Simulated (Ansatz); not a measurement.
`FC[SiH2]CS` + HBr → `FC[SiH2]Br` + CH₃SH  (ligand exchange at the Si–C bond)

Calculated with Ansatz (gas phase, PBE0-D4/def2-TZVP geometries, no zero-point term in ΔE). CCSD(T)/CBS is the MP2 limit (def2-TZVPP, def2-QZVPP) plus CCSD(T) − MP2 in def2-TZVPP, frozen cores. This one scheme is used for every species. Functionals use def2-TZVPP. B3LYP here is the variant with VWN-RPA as its local correlation; programs differ in this. For Br outer-core shells are correlated without core-valence functions, which leaves a few kJ/mol of doubt a bond. Scalar relativity is left out up to krypton. One conformer a species, not always the lowest.

```json
{"level": "r2SCAN-D4", "ΔE (kJ/mol)": "-97.2", "difference from CCSD(T)/CBS": "-0.3"}
{"level": "PBE0-D4", "ΔE (kJ/mol)": "-95.3", "difference from CCSD(T)/CBS": "1.6"}
{"level": "B3LYP-D4", "ΔE (kJ/mol)": "-94.6", "difference from CCSD(T)/CBS": "2.3"}
{"level": "ωB97X-V", "ΔE (kJ/mol)": "-95.9", "difference from CCSD(T)/CBS": "1.0"}
{"level": "B2PLYP", "ΔE (kJ/mol)": "-99.9", "difference from CCSD(T)/CBS": "-3.0"}
{"level": "PBE", "ΔE (kJ/mol)": "-96.2", "difference from CCSD(T)/CBS": "0.7"}
{"level": "B3LYP", "ΔE (kJ/mol)": "-101.9", "difference from CCSD(T)/CBS": "-5.0"}
{"level": "CCSD/def2-TZVPP", "ΔE (kJ/mol)": "-94.8", "difference from CCSD(T)/CBS": "2.1"}
{"level": "MP2/def2-QZVPP", "ΔE (kJ/mol)": "-99.1", "difference from CCSD(T)/CBS": "-2.2"}
{"level": "CCSD/CBS(def2)", "ΔE (kJ/mol)": "-99.6", "difference from CCSD(T)/CBS": "-2.7"}
{"level": "CCSD(T)/CBS", "ΔE (kJ/mol)": "-96.9", "difference from CCSD(T)/CBS": "0"}
```

Largest T1 diagnostic among the species: 0.011.

In def2-TZVPP, CCSD(T) changes the Hartree–Fock value by +22.6 kJ/mol (the triples alone add +2.7 kJ/mol) and MP2 by +18.5 kJ/mol. The D4 term adds +7.3 kJ/mol with B3LYP and +4.3 kJ/mol with PBE0; it sums over pairs of atoms, weighted by their polarisabilities, and B3LYP, whose exchange is more repulsive, gets the larger term. From PBE to PBE0 (25 % exact exchange), in def2-TZVPP and without D4, ΔE moves by −3.4 kJ/mol.
